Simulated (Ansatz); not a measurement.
Job for Ansatz (a first-principles code): U-r2SCAN/aug-cc-pVTZ on BeF2 (SMILES [F][Be][F]), a point of a bond scan (R = 1.243 Å).

Ansatz 0.2 input:
```yaml
crystal:
  periodic: [false, false, false]
  atoms:
    - {symbol: Be, position_ang: [0.00000000, 0.00000000, 0.00000000]}
    - {symbol: F, position_ang: [0.00000000, 0.00000000, -1.24305110]}
    - {symbol: F, position_ang: [0.00000000, 0.00000000, 1.38116789]}
basis:
  gaussian:
    orbitals: aug-cc-pVTZ
hamiltonian:
  xc: {name: r2SCAN}
magnetization: {spin_polarized: true, initial_magnetization: 0}
```

Output:

```
WARN ansatz: RAYON_NUM_THREADS=1 ignored (pool sized by the plan → 1); use --threads N
Functional definition: r2SCAN
integrals: 0.03 GiB planned
598 factors; their error is unknown
mean field: 0.48 GiB planned
mean field evaluation 1: about -5834.7660 eV, gradient 4.0e1 eV
mean field evaluation 2: about -5823.9685 eV, gradient 7.4e1 eV
mean field evaluation 4: about -5838.9641 eV, gradient 2.7e0 eV
mean field evaluation 8: about -5838.9847 eV, gradient 1.6e-2 eV
mean field evaluation 16: about -5838.9416 eV, gradient 6.5e-6 eV
mean field -5838.94157173 eV, -214.5771449845 hartree, gradient 6.5e-6 eV, S^2 0.000000; 0 other end points of the search recorded, 0 dependent functions left out
reference -5838.94158866 eV, -214.5771456065 hartree; 11, 11 occupied and 127, 127 virtual orbitals, 598 factors
Total energy: -5838.94158866 eV, -214.5771456065 hartree
```

The calculation finished and met its thresholds.

Cost: very roughly 2.9 core-seconds.
